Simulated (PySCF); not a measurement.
Molecule: Si(H)(Me)(Vi)(OMe), C4H10OSi, SMILES C=C[SiH](C)OC. Atoms near the plane z = 0.0 Å, at the GFN2-xTB optimised geometry (x, y, z in Å): Si1 (-0.9, -0.2, 0.0), C2 (1.0, -0.2, 0.0), H7 (-1.4, 1.2, 0.0), H8 (1.4, -1.2, 0.0), H9 (1.4, 0.3, 0.9), H10 (1.4, 0.4, -0.8).

Calculation: PBE0/def2-TZVP run with PySCF. Cells within 0.4 Å of a nucleus heavier than hydrogen are left out (blank, or x). The values are rescaled to run from 0 to 1.

```
|00000000000000000000111111111|
|00000000000000000000111111111|
|00000000000000000000111111111|
|00000000000000000001111111111|
|00000000000000000001111111111|
|00000000100000000011111111111|
|00000012331100000111111111111|
|00000148995211111111111111111|
|00000299999522211111111111111|
|00000399999965322222211111111|
|00001399999999754455421111111|
|00001399999999989999953110001|
|00012599999999999999995210001|
|00013799999999999999997210000|
|0012499999xx99999xxx999310000|
|001249999xxxx9999xxx999310000|
|0012499999xx999999xx999310000|
|00113699999999999999999311011|
|01112489999999999999999521111|
|11112359999999966999999521111|
|11111235799998644699999521111|
|11111223456665433489997421111|
|11111222333333222346664321111|
|11111122222222212223333221111|
|11111112211111111122222211111|
|11111111111111111111221111111|
|11111111111111111111111111111|
|11111111111111111111111111111|
|11111111111111111111111111111|
```
Scale: ten equal steps from 0.000 (start of '0') to 1.00 (end of '9'), in the order '0123456789'; x runs from -3.50 to 3.50, y from -3.50 (bottom) to 3.50 (top).

Question: Which quantity is mapped?
A. electron localisation function
B. deformation density (molecule minus spherical neutral atoms)
C. electrostatic potential
D. log10 of the electron density

Answer: C, electrostatic potential. In full: electrostatic potential (hartree/e), clipped to [-0.08, 0.12].
